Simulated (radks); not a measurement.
All-electron atom: La2+ in [Xe] 4f1 (not the ground configuration).

All-electron calculation, Dirac Kohn-Sham, BLYP, spin-unpolarised, spherical densities, finite nucleus; open shells are shared between the two j in proportion to 2j + 1; Fermi nuclear charge, rms radius 4.855 fm. Program: a radial shooting solver on a logarithmic mesh with Libxc functionals.

Energy parts (hartree):
part                       energy
total                  -8497.2579
kinetic                 9092.9048
electron-nucleus      -20659.0406
Hartree                 3273.5393
exchange-correlation    -204.6614

Orbitals (lengths in bohr, moments of r in powers of bohr; r(max) is where P^2 peaks; r(90%) holds 90 % of the orbital's charge):
| orbital | occ. | eigenvalue (hartree) | r(90%) | <r^2> | <1/r> | r(max) |
|---|---|---|---|---|---|---|
| 1s1/2 | 2 | -1423.193 | 0.0452 | 0.0008537 | 62.01 | 0.01607 |
| 2s1/2 | 2 | -226.6433 | 0.166 | 0.01356 | 14.59 | 0.09109 |
| 2p1/2 | 2 | -213.7914 | 0.148 | 0.009957 | 14.57 | 0.06949 |
| 2p3/2 | 4 | -198.6012 | 0.156 | 0.01122 | 13.25 | 0.07465 |
| 3s1/2 | 2 | -48.59050 | 0.419 | 0.09286 | 5.253 | 0.2606 |
| 3p1/2 | 2 | -43.16811 | 0.413 | 0.08768 | 5.167 | 0.2472 |
| 3p3/2 | 4 | -40.20743 | 0.430 | 0.09532 | 4.837 | 0.2585 |
| 3d3/2 | 4 | -30.70177 | 0.404 | 0.07843 | 4.701 | 0.2081 |
| 3d5/2 | 6 | -30.06795 | 0.409 | 0.08060 | 4.617 | 0.2113 |
| 4s1/2 | 2 | -9.96017 | 0.943 | 0.4853 | 2.167 | 0.6090 |
| 4p1/2 | 2 | -7.96863 | 0.985 | 0.5210 | 2.062 | 0.6197 |
| 4p3/2 | 4 | -7.34244 | 1.03 | 0.5640 | 1.954 | 0.6440 |
| 4d3/2 | 4 | -4.08180 | 1.16 | 0.6850 | 1.729 | 0.6691 |
| 4d5/2 | 6 | -3.97404 | 1.17 | 0.7028 | 1.703 | 0.6772 |
| 4f5/2 | 0.428571 | -0.43464 | 2.40 | 2.432 | 1.056 | 0.7660 |
| 4f7/2 | 0.571429 | -0.42607 | 2.44 | 2.511 | 1.044 | 0.7718 |
| 5s1/2 | 2 | -1.76141 | 2.28 | 2.819 | 0.8373 | 1.425 |
| 5p1/2 | 2 | -1.23558 | 2.61 | 3.616 | 0.7345 | 1.568 |
| 5p3/2 | 4 | -1.14861 | 2.73 | 3.956 | 0.6972 | 1.637 |

The highest occupied level is 4f7/2 at -11.594 eV. The density falls to 0.001 e/bohr^3 at r = 3.74 bohr. The electron density at the nucleus is 3.518e+05 e/bohr^3.
